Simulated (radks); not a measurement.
Task: The iodine ion I50+, 3 electrons, occupied as [He] 2s1. Method: scalar-relativistic Kohn-Sham, PBEsol, spin-polarised, spherical densities, point nucleus; open shells are filled with parallel spins first (spin-orbit coupling, left out, can overturn this in heavy ions); computed with a radial shooting solver on a logarithmic mesh with Libxc functionals. Some entries of the table are withheld. Estimate them.

orbital,occ.,eigenvalue (hartree),r(max) (bohr),<r> (bohr)
1s up,1,-1401.824,(1),(2)
1s down,1,-1401.229,(3),(4)
2s up,1,-343.4977,0.09527,0.1101

Result: 
(1) 1s up r(max) (bohr): 0.01750
(2) 1s up <r> (bohr): 0.02709
(3) 1s down r(max) (bohr): 0.01751
(4) 1s down <r> (bohr): 0.02708
